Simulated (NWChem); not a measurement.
System meant: ZnI cation; SMILES [Zn+][I]

Here is an NWChem input.

```
start job
memory heap 200 mb stack 700 mb global 900 mb
charge 1
geometry units angstroms noautoz
  Zn     0.000000     0.000000    -1.520357
  I      0.000000     0.000000     0.860545
end
basis spherical
  Zn library def2-svp
  I library def2-svp
end
ecp
  I library def2-ecp
end
dft
  odft
  mult 2
  xc pbe0
  iterations 150
  mulliken
end
task dft energy
```

End of the output:

```
 ==============================================================================
                                internuclear distances
 ------------------------------------------------------------------------------
       center one      |      center two      | atomic units |  angstroms
 ------------------------------------------------------------------------------
    2 I                |   1 Zn               |     4.49925  |     2.38090
 ------------------------------------------------------------------------------
                         number of included internuclear distances:          1
 ==============================================================================

 Summary of "ao basis" -> "" (spherical)
 ------------------------------------------------------------------------------
       Tag                 Description            Shells   Functions and Types
 ---------------- ------------------------------  ------  ---------------------
 Zn                         def2-svp                11       31   5s3p2d1f
 I                          def2-svp                10       26   4s4p2d

                                 NWChem DFT Module
                                 -----------------

 Summary of "ao basis" -> "ao basis" (spherical)
 ------------------------------------------------------------------------------
       Tag                 Description            Shells   Functions and Types
 ---------------- ------------------------------  ------  ---------------------
 Zn                         def2-svp                11       31   5s3p2d1f
 I                          def2-svp                10       26   4s4p2d

      Symmetry analysis of basis
      --------------------------

        a1         21
        a2          0
        b1          5
        b2          5
        e          26

  number of electrons :                   54
  multiplicity        :                    2
 ------------------------------------------------------------------------
  no. of electrons and multiplicity not compatible                  54
 ------------------------------------------------------------------------
 ------------------------------------------------------------------------
  current input line :
    22: task dft energy
 ------------------------------------------------------------------------
 ------------------------------------------------------------------------
 There is an error in the input file
 ------------------------------------------------------------------------
 For more information see the NWChem manual at https://nwchemgit.github.io

0: no. of electrons and multiplicity not compatible:Received an Error in Communication
```

Problem. Find the fault in this run and fix the input.

Solution. The input was rejected before any calculation. Cause: the multiplicity doesn't fit the number of electrons (an even count wants an odd multiplicity, and the reverse). This input runs:
```
start job
memory heap 200 mb stack 700 mb global 900 mb
charge 1
geometry units angstroms noautoz
  Zn     0.000000     0.000000    -1.520357
  I      0.000000     0.000000     0.860545
end
basis spherical
  * library def2-svp
end
ecp
  I library def2-ecp
end
dft
  xc pbe0
  iterations 150
  mulliken
end
task dft energy
```
It converges to -2076.32268 Ha (PBE0/def2-SVP with def2 effective core potentials on I).
